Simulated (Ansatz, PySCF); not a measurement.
Energy difference 2 R1 → P1 + P2, each structure at its B3LYP-D3(BJ)/def2-TZVP stationary point, reached from a drawn start (curvature not checked).
P1: Br4Se (SMILES Br[Se](Br)(Br)Br), charge 0, multiplicity 1.
R1: Br3Se (SMILES Br[Se](Br)Br), charge 0, multiplicity 2.
P2: Br2Se (SMILES Br[Se]Br), charge 0, multiplicity 1.

```csv
level,reaction energy (kJ/mol),"minus CCSD(T)/CBS(cc-pVTZ, cc-pVQZ)",cost
HF/cc-pVDZ,-21.5,58.7,-
BLYP-D3(BJ)/def2-TZVPP,-9.7,70.6,×1
BLYP-D4/def2-TZVPP,-9.4,70.8,×1
B3LYP/def2-TZVPP,-20.8,59.4,×2
B3LYP-D3(BJ)/def2-TZVPP,-31.5,48.7,×2
PBE0/def2-TZVPP,-38.5,41.8,×2
PBE0-D4/def2-TZVPP,-42.8,37.4,×2
CAM-B3LYP-D4/def2-TZVPP,-47.3,32.9,×2
wB97M-V/def2-TZVPP,-71.7,8.6,×5
B2PLYP/def2-TZVPP,-45.2,35.0,×3
MP2/cc-pVQZ,-126.0,-45.7,-
CCSD/cc-pVDZ,-53.7,26.5,-
CCSD(T)/cc-pVTZ,-68.0,12.2,×20
"CCSD(T)/CBS(cc-pVTZ, cc-pVQZ)",-80.2,0.0,×300*
```

 The comparison column counts from a level with limits of its own.

P less R. No zero-point or thermal terms; singlets are restricted closed shells; open shells are unrestricted; no spin–orbit coupling.

Cores are frozen in the correlated methods. In cc and def2 sets filled d and f shells under p-block atoms count as core. CBS: X⁻³ extrapolation of the correlation energy, Hartree–Fock from the larger set.

Codes used: Ansatz (Gaussian basis) for Hartree–Fock, density functionals and correlated methods; PySCF for the D3/D4 terms. No computed number here is a measurement.

Costs are rough ratios of core time to PBE/def2-TZVPP (about 19 s over the structures, on one shared machine); a dash marks a level with no comparable run of its own. A star marks coupled-cluster runs past 200 virtual orbitals, where the program's memory plan changes under this machine's limit, so their costs aren't comparable with smaller runs.

Ansatz is a quantum-chemistry and plane-wave program.
